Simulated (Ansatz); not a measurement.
C$_{5}$H$_{12}$BF, singlet, geometry from GFN2-xTB; CASSCF(4,5)/STO-3G (Ansatz, a first-principles code).

Input for Ansatz:
Ansatz 0.2 input:
```yaml
crystal:
  periodic: [false, false, false]
  atoms:
    - {symbol: B, position_ang: [0.88175976, -0.40452520, -0.06107431]}
    - {symbol: F, position_ang: [1.46042089, -0.44247991, -1.25357144]}
    - {symbol: C, position_ang: [1.63482709, -1.08570067, 1.14658381]}
    - {symbol: H, position_ang: [1.06179419, -1.92984420, 1.52641729]}
    - {symbol: H, position_ang: [1.75190116, -0.40143925, 1.98363256]}
    - {symbol: H, position_ang: [2.61895098, -1.45234582, 0.86746467]}
    - {symbol: C, position_ang: [-0.55979627, 0.29629773, 0.01797038]}
    - {symbol: C, position_ang: [-1.55388537, -0.59448200, -0.75313562]}
    - {symbol: C, position_ang: [-1.07875923, 0.47998918, 1.44847414]}
    - {symbol: C, position_ang: [-0.51522922, 1.67160863, -0.66986001]}
    - {symbol: H, position_ang: [-2.53903225, -0.13131649, -0.76645700]}
    - {symbol: H, position_ang: [-1.63930089, -1.57156972, -0.28196014]}
    - {symbol: H, position_ang: [-1.22417385, -0.73590282, -1.77956631]}
    - {symbol: H, position_ang: [-1.15190061, -0.47682088, 1.95918133]}
    - {symbol: H, position_ang: [-0.41323361, 1.12314997, 2.01935807]}
    - {symbol: H, position_ang: [-2.06661960, 0.93738431, 1.43652068]}
    - {symbol: H, position_ang: [0.15729286, 2.34235031, -0.13898322]}
    - {symbol: H, position_ang: [-0.16377029, 1.57537040, -1.69407910]}
    - {symbol: H, position_ang: [-1.50743690, 2.11965227, -0.68421044]}
basis:
  gaussian:
    orbitals: STO-3G
hamiltonian:
  xc: hf
magnetization: {spin_polarized: false}
correlation: {active_space: {window: {electrons: 4, orbitals: 5}}}
```

The log (banner, timings and long lists left out):

```
Functional definition: HF
664 factors; integrals over basis functions are off by at most 8.4e-5 eV
mean field evaluation 1: about -8610.5428 eV, gradient 2.4e1 eV
mean field evaluation 2: about -8610.9388 eV, gradient 2.3e1 eV
mean field evaluation 4: about -8613.1566 eV, gradient 1.7e0 eV
mean field evaluation 8: about -8613.1672 eV, gradient 2.5e-5 eV
mean field -8613.16724294 eV, -316.5280579638 hartree, gradient 1.7e-6 eV, S^2 0.000000; 0 other end points of the search recorded, 0 dependent functions left out
reference -8613.16724294 eV, -316.5280579638 hartree; 28, 28 occupied and 19, 19 virtual orbitals, 664 factors
state -8614.16181745 eV, -316.5646079028 hartree
Total energy: -8614.16181745 eV, -316.5646079028 hartree
```
